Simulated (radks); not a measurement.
Values are calculated unless marked as measured or tabulated.
All-electron atom: the lithium ion Li2+ in 1s1 (the NIST ground configuration). Code: a radial shooting solver on a logarithmic mesh with Libxc functionals. Model: non-relativistic Kohn-Sham, AM05, spin-unpolarised, spherical densities, point nucleus; without spin polarisation the odd electron is poorly described.

Normalised radial functions P(r) = r R(r), r in bohr:

```
   r/bohr * 1s (the largest magnitude, 1.25, reaches the edge; | marks zero)
  0.03889 |              *
  0.04179 |               *
  0.04527 |                 *
  0.04865 |                  *
   0.0527 |                   *
  0.05664 |                    *
  0.06135 |                      *
  0.06593 |                       *
  0.07142 |                         *
  0.07676 |                          *
  0.08315 |                            *
  0.09007 |                              *
   0.0968 |                               *
   0.1049 |                                 *
   0.1127 |                                   *
   0.1221 |                                     *
   0.1312 |                                      *
   0.1421 |                                        *
   0.1527 |                                          *
   0.1654 |                                            *
   0.1778 |                                              *
   0.1926 |                                               *
    0.207 |                                                 *
   0.2242 |                                                  *
    0.241 |                                                   *
    0.261 |                                                    *
   0.2805 |                                                     *
   0.3039 |                                                      *
   0.3266 |                                                      *
   0.3538 |                                                      *
   0.3802 |                                                      *
   0.4118 |                                                     *
   0.4461 |                                                    *
   0.4794 |                                                   *
   0.5194 |                                                 *
   0.5582 |                                               *
   0.6046 |                                            *
   0.6498 |                                          *
   0.7039 |                                      *
   0.7564 |                                   *
   0.8195 |                                *
   0.8806 |                             *
    0.954 |                         *
    1.025 |                      *
    1.111 |                  *
    1.193 |                *
    1.293 |             *
    1.389 |          *
    1.505 |        *
    1.617 |      *
    1.752 |    *
    1.883 |   *
     2.04 |  *
```

1s: eigenvalue -97.747 eV, 0 radial nodes, <r> = 0.518 bohr, 90 % of the charge inside 0.925 bohr.
